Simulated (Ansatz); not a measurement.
`[SiH3][SiH]1CO[SiH2]1` + `[OH][Sc]([F])[Cl]` → `C1O[SiH2][SiH2]1` + `[F][Sc]([Cl])[O][SiH3]`  (redistribution)

Program: Ansatz. Geometries: PBE0-D4/def2-TZVP. ΔE: electronic, gas phase. CBS: MP2 limit from def2 TZ/QZ plus the TZ coupled-cluster correction, frozen cores. Functionals use def2-TZVPP. B3LYP here is the variant with VWN-RPA as its local correlation; programs differ in this. For Sc outer-core shells are correlated without core-valence functions, which leaves a few kJ/mol of doubt a bond. Scalar relativity is left out up to krypton. Each species was taken in one conformer, which may not be the lowest.

| level | ΔE (eV) |
| --- | --- |
| r2SCAN-D4 | -0.95 |
| PBE0-D4 | -0.83 |
| B3LYP-D4 | -1.01 |
| B3LYP | -1.06 |
| MP2/def2-TZVPP | -1.08 |
| HF/def2-QZVPP | -1.37 |
| HF/CBS(def2) | -1.38 |
| CCSD/CBS(def2) | -1.09 |

Q: What does CCSD(T)/CBS give? (Estimate.)

A: The calculation gave: -1.05 eV. The listed levels differ from it by 0.10, 0.22, 0.04, -0.01, -0.03, -0.32, -0.33, -0.04 eV.

Largest T1 diagnostic among the species: 0.016.

The D4 term adds +0.05 eV with B3LYP and +0.03 eV with PBE0; it sums over pairs of atoms, weighted by their polarisabilities, and B3LYP, whose exchange is more repulsive, gets the larger term. In def2-TZVPP, CCSD(T) changes the Hartree–Fock value by +0.30 eV (the triples alone add +0.04 eV) and MP2 by +0.25 eV.
